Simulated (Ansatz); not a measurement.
The same path of Cl3H2NZr + H4Si (12 atoms, charge 0, multiplicity 1) was run twice with different band settings. Lost on the way: Si8–H12. Made: Zr1–Si8, N2–H12.

Theory: RHF/def2-SVP (Ansatz).

Relaxed end points:

```xyz
12
Properties=species:S:1:pos:R:3
Zr -0.382 0.752 0.044
N -0.523 0.777 2.033
H -1.233 1.258 2.562
H 0.101 0.307 2.671
Cl 1.838 1.341 -0.568
Cl -1.998 2.294 -0.745
Cl -0.817 -1.452 -0.751
Si 2.125 -3.371 1.465
H 1.002 -4.334 1.500
H 2.591 -3.178 0.076
H 3.239 -3.876 2.301
H 1.669 -2.070 2.017
```

```xyz
12
Properties=species:S:1:pos:R:3
Zr 0.522 -0.140 0.028
N -0.720 -0.587 2.076
H -1.520 0.026 2.141
H -0.169 -0.436 2.908
Cl 1.991 -0.012 -1.835
Cl 0.833 1.989 1.091
Cl -1.531 -0.883 -0.969
Si 2.091 -2.193 1.098
H 1.540 -2.705 2.392
H 2.170 -3.357 0.175
H 3.474 -1.724 1.378
H -1.071 -1.531 2.121
```

Common settings: movable images 5; climbing image yes; optimiser quadratic models (default); start path through a guess of the saddle point; force threshold 0.05 eV/Å; iteration limit 60; end points relaxed.

| run | spring |
| --- | --- |
| 1 | 5.0 eV/Å² |
| 2 | 2.0 to 10.0 eV/Å², energy-weighted |

**Question.** What does each run give, and how far can it be trusted?

**Answer.** Run 1: converged after 34 iterations, highest image 2.454 eV above the first end. Neighbouring images differ by up to 2.4 eV, so the band resolves the path poorly. A vibrational analysis at the climbing image gives one clearly imaginary mode, 1847i cm⁻¹: a first-order saddle point.
Run 2: converged after 24 iterations, highest image 2.459 eV above the first end. Neighbouring images differ by up to 1.9 eV, so the band resolves the path poorly. The order of the point at the top wasn't checked.
The orbitals stay closed-shell, which can raise the energy where a bond breaks towards radicals; this wasn't checked here.
